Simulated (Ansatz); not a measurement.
Consider the atomization: `C=CBI` → B• + 2 C• + 4 H• + I•.

Program: Ansatz. Geometries: PBE0-D4/def2-TZVP. ΔE: electronic, gas phase. CCSD(T)/CBS adds triple-zeta CCSD(T) − MP2 to the extrapolated MP2 energy (def2 sets, frozen cores). This one scheme is used for every species, atoms too. DFT in def2-TZVPP. No spin–orbit coupling; open shells (•) take unrestricted orbitals. Spin–orbit coupling would lower the free atoms: a little for B, C; strongly for I. def2 core potentials past Kr. Bonds to I are less sure, by a few kJ/mol each and by 10 to 20 or more in all where they break to atoms, as the def2 sets lack core-valence functions. One conformer a species, not always the lowest.

(1) What is ΔE at CCSD(T)/CBS? (An estimate is asked.)

(2) What do these levels give: r2SCAN-D4, CAM-B3LYP-D4, BLYP, CCSD(T)/def2-SVP, HF/def2-TZVPP, MP2/CBS(def2)? (An estimate is asked.)

Largest T1 diagnostic among the species: 0.014.

## Answers

(1) The calculation gave: +723.9 kcal/mol.

(2) Ansatz gave: r2SCAN-D4 730.2, CAM-B3LYP-D4 726.0, BLYP 716.5, CCSD(T)/def2-SVP 694.2, HF/def2-TZVPP 550.6, MP2/CBS(def2) 739.1 kcal/mol.

The D4 term adds +6.1 kcal/mol with B3LYP and +3.2 kcal/mol with PBE0; it sums over pairs of atoms, weighted by their polarisabilities, and B3LYP, whose exchange is more repulsive, gets the larger term. From PBE to PBE0 (25 % exact exchange), in def2-TZVPP and without D4, ΔE moves by −10.8 kcal/mol: exact exchange takes away binding that semilocal exchange gives to molecules.

B3LYP here is the variant with VWN-RPA as its local correlation; programs differ in this.

For atomizations the MP2-based limit and the directly extrapolated one differ by several kJ/mol either way, and by 10 to 25 for some Ge, Se and Sn compounds, so smaller differences from it don't rank the levels.
